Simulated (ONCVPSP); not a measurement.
Before and after: ONCV potential for Si

silicon, optimised norm-conserving Vanderbilt (ONCV), made with ONCVPSP 4.0.1 (PBE, scalar-relativistic). Core [Ne], reference 3s2 3p1.5 (charge +0.5). Waves: 3s: rc 1.40 bohr, ncon 4, nbas 8, qcut 5.1 1/bohr, 2 projectors, debl 1.3 Ha; 3p: rc 1.40 bohr, ncon 4, nbas 7, qcut 7 1/bohr, local. Local part: the p channel. Core correction: none.

All-electron outer shells of the reference configuration (PBE, scalar-relativistic, ld1.x):

```
shell  level (eV)  outermost node (bohr)  outermost maximum (bohr)
   2s     -143.93                   0.15                      0.45
   2p     -100.00                      –                      0.39
   3s      -14.73                   0.72                      1.77
   3p       -7.68                   0.72                      2.09
```

Change: s: rc 1.86.

Cutoffs: the cutoffs (Ha) at which the residual kinetic energy of the hardest occupied pseudo-wave falls to 1 and 0.1 mHa per electron; they do not see the model core or the augmentation charge, which bear on the density cutoff. Errors are all-electron minus pseudo energies relative to the spin-unpolarised reference configuration.

Problem. What does the change do?

Solution. The potential gets softer (21 Ha and 76 Ha → 21 Ha and 62 Ha); the bound ghost in s disappears; of the 4 tests that both files solve, the error grows in 2 and shrinks in 0 by more than 15 % and 0.3 meV (median size 0.4 → 1.0 meV). A larger radius leaves more room for a smooth pseudo-wave, so fewer plane waves are needed.

```csv
quantity,base,changed
"cutoff, loose",21 Ha,21 Ha
"cutoff, tight",76 Ha,62 Ha
loose cutoff by channel,"s 7.8 Ha, p 21 Ha","s 8.5 Ha, p 21 Ha"
bound ghosts,s,none
GHOST(+) flags under 300 eV,none,none
"error for 3s2 3p2, meV [ΔE -2.92 eV]",+0.2,+0.2
"error for 3s2 3p1, meV [ΔE 4.82 eV]",-0.2,-0.2
"error for 3s2 3p0, meV [ΔE 20.81 eV]",-0.6,-1.9
"error for 3s1 3p3, meV [ΔE 3.89 eV]",+6.6,+13
p: phases at 1.43 bohr within 0.05 rad from the reference energy up to (Ha; the scan ends near 5),0.5,0.5
```

 A true bound ghost makes a file unfit for plane-wave use even where its test errors are small: the radial tests pick states by their node count and pass the ghost by.
